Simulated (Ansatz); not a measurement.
Calculated with Ansatz (gas phase, PBE0-D4/def2-TZVP geometries, no zero-point term in ΔE). CCSD(T)/CBS adds triple-zeta CCSD(T) − MP2 to the extrapolated MP2 energy (def2 sets, frozen cores). This one scheme is used for every species. For Ge outer-core shells are correlated without core-valence functions, which leaves a few kJ/mol of doubt a bond. Scalar relativity is left out up to krypton. Each species was taken in one conformer, which may not be the lowest.

Reaction (formal hydrolysis of the Si–N bond): `C[N]([GeH3])[SiH](O)F` + H₂O → `O[SiH](O)F` + `C[NH][GeH3]`

```json
{"species": "`C[N]([GeH3])[SiH](O)F`", "SCS-MP2/def2-TZVPP energy (Eh)": "-2637.10231"}
{"species": "H₂O", "SCS-MP2/def2-TZVPP energy (Eh)": "-76.32077"}
{"species": "`O[SiH](O)F`", "SCS-MP2/def2-TZVPP energy (Eh)": "-540.99397"}
{"species": "`C[NH][GeH3]`", "SCS-MP2/def2-TZVPP energy (Eh)": "-2172.44190"}
```

Task: Work out ΔE.

Result: ΔE = (-540.99397) + (-2172.44190) − (-2637.10231) − (-76.32077) = -0.01279 Eh = -33.6 kJ/mol. CCSD(T)/CBS gives -29.9 kJ/mol.

Largest T1 diagnostic among the species: 0.012.

In def2-TZVPP, CCSD(T) changes the Hartree–Fock value by +21.9 kJ/mol (the triples alone add +3.0 kJ/mol) and MP2 by +23.6 kJ/mol. The D4 term adds +13.5 kJ/mol with B3LYP and +7.8 kJ/mol with PBE0; it sums over pairs of atoms, weighted by their polarisabilities, and B3LYP, whose exchange is more repulsive, gets the larger term.

B3LYP here is the variant with VWN-RPA as its local correlation; programs differ in this.
